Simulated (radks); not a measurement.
These are the eigenvalues of the occupied orbitals of an atom or ion with whole-number occupations (eV). Method: Dirac Kohn-Sham, SOGGA, spin-unpolarised, spherical densities, point nucleus; computed with a radial shooting solver on a logarithmic mesh with Libxc functionals.

orbital  eigenvalue
1s1/2     -79709.94
2s1/2     -15173.01
2p1/2     -14599.92
2p3/2     -12872.50
3s1/2     -4641.693
3p1/2     -4387.951
3p3/2     -4002.328
3d3/2     -3584.186
3d5/2     -3500.993
4s1/2     -1964.600
4p1/2     -1855.196
4p3/2     -1741.039
4d3/2     -1564.242
4d5/2     -1540.412

Which element is it, and in what charge state? The configuration may be excited. Open shells, if any, fill j = l - 1/2 first.

Answer. Z = 78, platinum, charge +35: Pt35+ in [Kr] 4d7. The list shows which subshells hold electrons but not how many an open one holds; the 1s level, -2929.3 hartree, gives Z - s = 76.5 by -(Z - s)^2/2, which with screening and relativity narrows Z to a few neighbours, and the depths of the outer levels then fix element, charge and occupations together.
